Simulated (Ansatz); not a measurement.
# Molecular dynamics, step by step

Si₃N₂H₁₁F₂, doublet, PBE0-D4/def2-SVP (Ansatz 0.2.0). Settings (timestep in fs, temperature in K; T counts 48 degrees of freedom):

```yaml
hamiltonian: {xc: pbe0, dispersion: d4}
md: {n_steps: 60, timestep: 0.25, temperature: 200, ensemble: nve, seed: 733, initial_velocities: maxwell_boltzmann}
```

Start, the saddle point found with PBE0-D4 in triple zeta (not stationary at another level):

```
18
angstrom
Si -0.0105 -0.2423 1.3915
N 1.4775 0.3135 0.4505
Si 1.3721 0.0556 -1.3230
N -1.3413 -0.2454 0.3133
Si -2.2028 -1.5820 -0.3747
H 0.3215 -1.6947 1.5951
H 0.3764 2.5342 1.1636
F -0.5509 2.1157 1.3611
H 1.6389 1.4766 0.6291
F 1.5935 2.6997 0.8348
H 2.2969 -0.1540 0.8330
H 2.7400 0.2627 -1.8561
H 0.4289 1.0483 -1.8694
H 0.9304 -1.3323 -1.5930
H -1.7414 0.6764 0.1850
H -3.5931 -1.6684 0.1451
H -1.4602 -2.8189 -0.0306
H -2.2756 -1.4446 -1.8554
```

| step | time (fs) | potential energy less the start (meV) | kinetic energy (meV) | T (K) |
| --- | --- | --- | --- | --- |
| 0 | 0.00 | 0.0 | 413.6 | 200 |
| 4 | 1.00 | 39.3 | 374.4 | 181 |
| 8 | 2.00 | 112.7 | 301.2 | 146 |
| 12 | 3.00 | 177.1 | 236.9 | 115 |
| 16 | 4.00 | 202.4 | 211.7 | 102 |
| 20 | 5.00 | 191.9 | 222.0 | 107 |
| 24 | 6.00 | 169.8 | 244.0 | 118 |
| 28 | 7.00 | 156.2 | 257.6 | 125 |
| 32 | 8.00 | 156.7 | 257.1 | 124 |
| 36 | 9.00 | 166.8 | 247.1 | 119 |
| 40 | 10.00 | 178.8 | 235.1 | 114 |
| 44 | 11.00 | 184.0 | 229.9 | 111 |
| 48 | 12.00 | 178.0 | 235.8 | 114 |
| 52 | 13.00 | 169.3 | 244.5 | 118 |
| 56 | 14.00 | 171.4 | 242.4 | 117 |
| 60 | 15.00 | 174.9 | 239.1 | 116 |

Step 36, positions (Å) and forces (eV/Å):

```json
{"atom": "Si1", "x": "-0.048", "y": "-0.257", "z": "1.388", "Fx": "1.671", "Fy": "-0.114", "Fz": "0.770"}
{"atom": "N2", "x": "1.485", "y": "0.300", "z": "0.447", "Fx": "-0.939", "Fy": "0.443", "Fz": "0.095"}
{"atom": "Si3", "x": "1.377", "y": "0.054", "z": "-1.336", "Fx": "-0.348", "Fy": "0.480", "Fz": "0.210"}
{"atom": "N4", "x": "-1.321", "y": "-0.200", "z": "0.269", "Fx": "-0.367", "Fy": "-0.384", "Fz": "-0.017"}
{"atom": "Si5", "x": "-2.186", "y": "-1.575", "z": "-0.342", "Fx": "0.079", "Fy": "-0.129", "Fz": "-1.053"}
{"atom": "H6", "x": "0.335", "y": "-1.727", "z": "1.654", "Fx": "-0.311", "Fy": "0.371", "Fz": "-0.159"}
{"atom": "H7", "x": "0.332", "y": "2.636", "z": "1.161", "Fx": "-0.622", "Fy": "-1.083", "Fz": "0.197"}
{"atom": "F8", "x": "-0.560", "y": "2.096", "z": "1.377", "Fx": "0.768", "Fy": "0.864", "Fz": "-0.268"}
{"atom": "H9", "x": "1.568", "y": "1.572", "z": "0.639", "Fx": "0.225", "Fy": "-0.099", "Fz": "-0.077"}
{"atom": "F10", "x": "1.600", "y": "2.689", "z": "0.832", "Fx": "-0.345", "Fy": "0.195", "Fz": "-0.007"}
{"atom": "H11", "x": "2.334", "y": "-0.016", "z": "0.906", "Fx": "0.243", "Fy": "-0.322", "Fz": "-0.090"}
{"atom": "H12", "x": "2.726", "y": "0.292", "z": "-1.888", "Fx": "0.238", "Fy": "0.026", "Fz": "-0.080"}
{"atom": "H13", "x": "0.397", "y": "1.039", "z": "-1.920", "Fx": "0.293", "Fy": "-0.183", "Fz": "0.224"}
{"atom": "H14", "x": "0.916", "y": "-1.309", "z": "-1.646", "Fx": "-0.020", "Fy": "-0.357", "Fz": "-0.065"}
{"atom": "H15", "x": "-1.669", "y": "0.745", "z": "0.182", "Fx": "-0.269", "Fy": "0.285", "Fz": "-0.170"}
{"atom": "H16", "x": "-3.600", "y": "-1.721", "z": "0.106", "Fx": "-0.022", "Fy": "0.080", "Fz": "0.136"}
{"atom": "H17", "x": "-1.396", "y": "-2.794", "z": "0.002", "Fx": "-0.079", "Fy": "0.042", "Fz": "0.123"}
{"atom": "H18", "x": "-2.174", "y": "-1.452", "z": "-1.850", "Fx": "-0.196", "Fy": "-0.113", "Fz": "0.232"}
```

Last step (60):

Si1  (-0.051, -0.264, 1.395)
N2  (1.472, 0.292, 0.451)
Si3  (1.379, 0.055, -1.344)
N4  (-1.321, -0.170, 0.238)
Si5  (-2.176, -1.574, -0.332)
H6  (0.261, -1.730, 1.656)
H7  (0.284, 2.423, 1.178)
F8  (-0.562, 2.094, 1.385)
H9  (1.610, 1.699, 0.637)
F10  (1.598, 2.687, 0.829)
H11  (2.357, -0.008, 0.875)
H12  (2.735, 0.309, -1.907)
H13  (0.421, 1.027, -1.909)
H14  (0.935, -1.326, -1.682)
H15  (-1.674, 0.776, 0.129)
H16  (-3.584, -1.725, 0.121)
H17  (-1.384, -2.761, 0.070)
H18  (-2.179, -1.495, -1.820)
(Å)

Hardware: 4 CPU threads of an AMD EPYC 7R13 and a share of one NVIDIA H100, shared host. Wall time 2.3 min; peak host memory 0.98 GiB.
